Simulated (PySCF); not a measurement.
Species: C8H9NO.
Geometry (GFN2-xTB, Å), atoms numbered from 1 in this order:
```xyz
19
C8H9NO angstrom
N      2.798   -0.433    0.926
C      2.130    0.451    0.147
O      2.697    1.297   -0.505
C      0.622    0.252    0.178
C      0.217   -0.994   -0.557
C     -1.020   -1.492   -0.440
C     -2.109   -0.831    0.222
C     -2.303    0.507    0.225
C     -1.446    1.458   -0.425
C     -0.120    1.332   -0.543
H      3.804   -0.403    0.948
H      2.325   -1.155    1.438
H      0.277    0.191    1.219
H      0.956   -1.473   -1.182
H     -1.250   -2.447   -0.895
H     -2.892   -1.468    0.614
H     -3.233    0.891    0.624
H     -1.937    2.317   -0.863
H      0.475    2.009   -1.138
```

Definitions: NICS(0) = −σiso at the ring centroid; NICS(1) = −σiso and NICS(1)zz = −σzz at ±1 Å along the ring normal z. Level: GIAO PBE0/pcSseg-1 (PySCF, non-relativistic, gas phase) on the GFN2-xTB geometry, one conformer.

Ring bond lengths (Å), with Mayer bond orders in brackets: C4–C5 1.502 (0.96), C5–C6 1.339 (1.78), C6–C7 1.435 (1.19), C7–C8 1.352 (1.70), C8–C9 1.435 (1.19), C9–C10 1.338 (1.77), C10–C4 1.495 (0.99).

Give the NICS values of each ring in ppm.

```json
{"ring": "C4–C5–C6–C7–C8–C9–C10", "type": "7-membered carbocycle; formal bonds 3 double, 4 single", "NICS(0)": "-6.7", "NICS(1), two faces": "-10.1 / -7.2", "NICS(1)zz, two faces": "-18.4 / -11.6", "rms pucker (Å)": "0.32", "centre to ring atoms, mean (Å)": "1.55"}
```

What can be read from them?

- C4–C5–C6–C7–C8–C9–C10: mean NICS(1)zz -15.0 ppm, shielded. C4 has four or more neighbours, so the value isn't read as a sign of a π ring current. The two faces differ by 6.8 ppm, so no symmetry operation interchanges them.

At the first NICS(1) probe listed for ring C4–C5–C6–C7–C8–C9–C10, 1 Å off the ring, what do the in-plane components average?

The isotropic value is a third of the trace: (3 × -10.1 − (-18.4))/2 = -5.9 ppm.

How shielded are the nuclei of the rings and their hydrogens (means over atoms taken as equivalent)?

| atoms | environment | σ isotropic (ppm) | principal values of the symmetric part, first atom (ppm) |
| --- | --- | --- | --- |
| C4 | sp3 carbon next to a carbonyl | 139.7 | 128.3, 136.4, 154.4 |
| C5 (×2) | alkene CH carbon | 62.5 | -12.3, 50.6, 154.9 |
| C6 (×2) | alkene CH carbon | 56.5 | -53.6, 57.6, 161.9 |
| C7 (×2) | alkene CH carbon | 49.2 | -61.1, 49.7, 165.6 |
| H13 | methine hydrogen | 30.19 | 24.8, 28.3, 37.5 |
| H14 (×2) | vinylic hydrogen | 26.09 | 22.2, 27.8, 30.0 |
| H15 (×2) | vinylic hydrogen | 25.09 | 22.0, 25.1, 28.1 |
| H16 (×2) | vinylic hydrogen | 24.57 | 21.6, 25.4, 26.9 |

On an Arm Neoverse V1 with one thread, no GPU, on a shared host, this took 51 s wall (with the writing of density and orbital grids) and 0.95 GiB of memory at its peak. This is the whole shielding run at PBE0/pcSseg-1, SCF included.
